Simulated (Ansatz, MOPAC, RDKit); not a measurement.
Dimer: C2H4 (SMILES C=C) (first 6 atoms) with C2H6 (SMILES CC); geometry from B3LYP-D3(BJ)/def2-TZVP, rigid monomers moved along the line of their centres of mass till C1···H11 is 4.24 Å.
(charge 0, multiplicity 1):
```xyz
14

C      0.24604     0.63662    -0.02649
C     -0.24826    -0.56694     0.22071
H     -0.38747     1.51424    -0.07165
H      1.30483     0.79461    -0.19279
H      0.38521    -1.44428     0.26874
H     -1.30628    -0.72487     0.39055
C      0.34879     0.63337     5.18396
C     -0.34521    -0.72249     5.10264
H      1.32096     0.55278     5.67480
H     -0.24761     1.35148     5.75066
H      0.51227     1.04743     4.18781
H      0.24965    -1.43700     4.53063
H     -1.31691    -0.64038     4.61191
H     -0.50997    -1.14698     6.09522
```

Interaction energies are E(AB) − E(A) − E(B) at the monomers' geometry in the complex; basis-set methods are counterpoise corrected. RDKit's UFF carries no charges.

Cores are frozen in the correlated methods. The state reached by PM3 isn't checked.

Codes used: Ansatz (an electronic-structure program); MOPAC for PM3 (differences of heats of formation); RDKit for the force fields. Values without a source in brackets are computed.

Problem. Give the interaction energy at the level UFF.

Solution. -0.4 kcal/mol
